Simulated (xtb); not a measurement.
fluorine atom (F), doublet; GFN2-xTB in xtb.

The xtb input:
```
$ xtb mol.xyz --gfn 2 --uhf 1 --etemp 10 --json

# file mol.xyz
1

F      0.00000000     0.00000000     0.00000000
```

The log (banner, timings and long lists left out):

```
   ID    Z sym.   atoms
    1    9 F      1

           -------------------------------------------------
          |                Calculation Setup                |
           -------------------------------------------------

           -------------------------------------------------
          |                 G F N 2 - x T B                 |
           -------------------------------------------------

          ...................................................
          :                      SETUP                      :
          :.................................................:
          :  # basis functions                   4          :
          :  # atomic orbitals                   4          :
          :  # shells                            2          :
          :  # electrons                         7          :
          :  max. iterations                   250          :
          :  Hamiltonian                  GFN2-xTB          :
          :  restarted?                      false          :
          :  GBSA solvation                  false          :
          :  PC potential                    false          :
          :  electronic temp.           10.0000000     K    :
          :  accuracy                    1.0000000          :
          :  -> integral cutoff          0.2500000E+02      :
          :  -> integral neglect         0.1000000E-07      :
          :  -> SCF convergence          0.1000000E-05 Eh   :
          :  -> wf. convergence          0.1000000E-03 e    :
          :  Broyden damping             0.4000000          :
          :  net charge                          0          :
          :  unpaired electrons                  1          :
          ...................................................

 iter      E             dE          RMSdq      gap      omega  full diag
   1     -4.6175863 -0.461759E+01  0.176E-12    0.00       0.0  T
   2     -4.6175863  0.000000E+00  0.141E-12    0.00       0.0  T
   3     -4.6175863  0.000000E+00  0.108E-12    0.00       0.0  T

   *** convergence criteria satisfied after 3 iterations ***

         :::::::::::::::::::::::::::::::::::::::::::::::::::::
         ::                     SUMMARY                     ::
         :::::::::::::::::::::::::::::::::::::::::::::::::::::
         :: total energy              -4.617586289118 Eh    ::
         :: gradient norm              0.000000000000 Eh/a0 ::
         :: HOMO-LUMO gap              0.000000000000 eV    ::
[...]
         :: total charge              -0.000000000000 e     ::
         :::::::::::::::::::::::::::::::::::::::::::::::::::::

           -------------------------------------------------
          |                Property Printout                |
           -------------------------------------------------

    * Orbital Energies and Occupations

         #    Occupation            Energy/Eh            Energy/eV
      -------------------------------------------------------------
         1        2.0000           -0.8620722             -23.4582
         2        1.6667           -0.5786763             -15.7466
         3        1.6667           -0.5786763             -15.7466
         4        1.6667           -0.5786763             -15.7466 (HOMO)
      -------------------------------------------------------------
                  HL-Gap            0.5786763 Eh           15.7466 eV
             Fermi-level           -0.2893272 Eh           -7.8730 eV

     #   Z          covCN         q      C6AA      α(0)
     1   9 F        0.000    -0.000     9.733     3.634

 Mol. C6AA /au·bohr⁶  :          9.732616
 Mol. C8AA /au·bohr⁸  :        166.537232
 Mol. α(0) /au        :          3.633595

Wiberg/Mayer (AO) data.
largest (>0.10) Wiberg bond orders for each atom

 ---------------------------------------------------------------------------
     #   Z sym  total        # sym  WBO       # sym  WBO       # sym  WBO
 ---------------------------------------------------------------------------
     1   9 F    0.000
 ---------------------------------------------------------------------------

molecular dipole:
                 x           y           z       tot (Debye)
 q only:        0.000       0.000       0.000
   full:        0.000       0.000       0.000       0.000
molecular quadrupole (traceless):
                xx          xy          yy          xz          yz          zz
 q only:        0.000       0.000       0.000       0.000       0.000       0.000
  q+dip:        0.000       0.000       0.000       0.000       0.000       0.000
   full:        0.000       0.000       0.000       0.000       0.000       0.000

           -------------------------------------------------
          | TOTAL ENERGY               -4.617586289118 Eh   |
          | GRADIENT NORM               0.000000000000 Eh/α |
          | HOMO-LUMO GAP              15.746582999999 eV   |
           -------------------------------------------------

normal termination of xtb
```
